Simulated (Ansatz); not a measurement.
Stretching the Sn1–H2 bond in H3NSn (SMILES [NH2][SnH]) (multiplicity 1 held, fragments rigid). Energies count from the point at 1.789 Å.
Geometry at that point (charge 0, multiplicity 1):
| atom | x (Å) | y (Å) | z (Å) |
|---|---|---|---|
| Sn | -0.1193 | 0.1766 | 0.2440 |
| H | -0.5727 | 1.3686 | -1.0102 |
| N | 0.6764 | -1.0557 | -1.1574 |
| H | 0.7003 | -0.8664 | -2.1480 |
| H | 1.1017 | -1.9447 | -0.9411 |

Signs of static correlation in def2-SVP, with CASSCF(2,2), from Ansatz (an electronic-structure program) runs.

```csv
R (Å),T1 of restricted CCSD,⟨S²⟩ of UHF,largest double amplitude of restricted CCSD,weight of the CASSCF reference in MRCISD,CASSCF natural occupations
1.431,0.023,0.000,0.077,0.908,1.98 0.02
1.610,0.023,0.000,0.072,0.908,1.98 0.02
1.789,0.023,0.000,0.065,0.908,1.97 0.03
1.968,0.024,0.000,0.066,0.908,1.96 0.04
2.146,0.025,0.000,0.091,0.908,1.94 0.06
2.415,0.028,0.186,0.152,0.909,1.90 0.10
2.683,0.034,0.582,0.223,0.908,1.84 0.16
3.130,0.051,0.865,0.362,0.908,1.68 0.32
3.577,…,0.962,0.538,0.908,1.48 0.52
4.114,0.108,1.000,0.765,0.908,1.28 0.72
4.829,0.133,1.012,…,0.908,1.12 0.88
5.724,0.143,1.015,1.123,0.908,1.04 0.96
```

Problem. Some entries are withheld; supply them.

Solution. 
- 3.577, T1 of restricted CCSD: 0.077
- 4.829, largest double amplitude of restricted CCSD: 0.993

Doubts at one or more of the structures used: a restricted determinant that unrestricted orbitals would lower (R-CCSD(T)/def2-SVP); T1 above 0.05 (R-CCSD(T)/def2-SVP, U-CCSD(T)/def2-SVP); other coupled-cluster roots lie near (R-CCSD(T)/def2-SVP); a spin-contaminated determinant (U-CCSD(T)/def2-SVP).
